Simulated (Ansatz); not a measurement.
One change: `[CH3][In]([NH2])[Cl]` becomes `[CH3][In]([NH2])[Br]`.

Ansatz, PBE0-D4/def2-TZVP geometries, multiplicity 1. Each molecule was computed in one conformer, which needn't be the lowest.

Elements past krypton have def2 core potentials. Scalar relativity is left out up to krypton.

```
                             property  `[CH3][In]([NH2])[Cl]`
HOMO–LUMO gap (B3LYP/def2-TZVPP) / eV                    5.85
 HOMO–LUMO gap (PBE0/def2-TZVPP) / eV                    6.40
  HOMO–LUMO gap (PBE/def2-TZVPP) / eV                    4.24
HOMO energy (ωB97M-V/def2-TZVPP) / eV                   -9.67
   HOMO energy (PBE0/def2-TZVPP) / eV                   -7.32
  HOMO energy (B3LYP/def2-TZVPP) / eV                   -7.08
```

(1) Give the same properties after the change, and the shifts. (Best estimate.)

Answers

(1) The calculation gave: 
```json
{"property": "HOMO–LUMO gap (B3LYP/def2-TZVPP) / eV", "`[CH3][In]([NH2])[Br]`": "5.76", "shift": "-0.09"}
{"property": "HOMO–LUMO gap (PBE0/def2-TZVPP) / eV", "`[CH3][In]([NH2])[Br]`": "6.30", "shift": "-0.10"}
{"property": "HOMO–LUMO gap (PBE/def2-TZVPP) / eV", "`[CH3][In]([NH2])[Br]`": "4.17", "shift": "-0.07"}
{"property": "HOMO energy (ωB97M-V/def2-TZVPP) / eV", "`[CH3][In]([NH2])[Br]`": "-9.61", "shift": "0.06"}
{"property": "HOMO energy (PBE0/def2-TZVPP) / eV", "`[CH3][In]([NH2])[Br]`": "-7.29", "shift": "0.03"}
{"property": "HOMO energy (B3LYP/def2-TZVPP) / eV", "`[CH3][In]([NH2])[Br]`": "-7.05", "shift": "0.03"}
```

B3LYP here is the variant with VWN-RPA as its local correlation; programs differ in this.

Spin–orbit coupling is left out; it splits and shifts lone-pair levels of the heavy atoms by tenths of an eV.
